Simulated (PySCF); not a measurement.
## How methods differ on the excitation energy of Ne²⁺

Ne²⁺ [He] 2s2 2p4 (3P) → Ne²⁺ [He] 2s2 2p3 3s1 (5S), as a difference of total energies. All numbers are calculated (PySCF 2.14, scalar relativity by spin-free X2C-1e, in aug-cc-pVDZ-DK (4s3p2d, 23 functions)). Correlated levels: valence: 1s2 frozen. The calculations carry no spin-orbit coupling.

```json
{"method": "UHF", "excitation energy (eV)": "37.266"}
{"method": "LDA", "excitation energy (eV)": "38.541"}
{"method": "PBE", "excitation energy (eV)": "38.772"}
{"method": "PBE0", "excitation energy (eV)": "38.705"}
{"method": "r2SCAN", "excitation energy (eV)": "38.829"}
{"method": "BLYP", "excitation energy (eV)": "38.994"}
{"method": "PW91", "excitation energy (eV)": "38.893"}
{"method": "CAM-B3LYP", "excitation energy (eV)": "38.902"}
{"method": "MP2 (valence)", "excitation energy (eV)": "37.739"}
{"method": "SCS-MP2 (valence)", "excitation energy (eV)": "37.792"}
```

**Question.** How much does correlation contribute at MP2 (valence)?

**Answer.** 37.739 − (37.266) = 0.473 eV, measured against UHF.

A first-order spin-orbit estimate (lowest level to lowest level, LS coupling) adds 0.036 eV.

The promoted electron is Rydberg-like, and one or two diffuse shells describe it only roughly, which tends to raise the upper state.
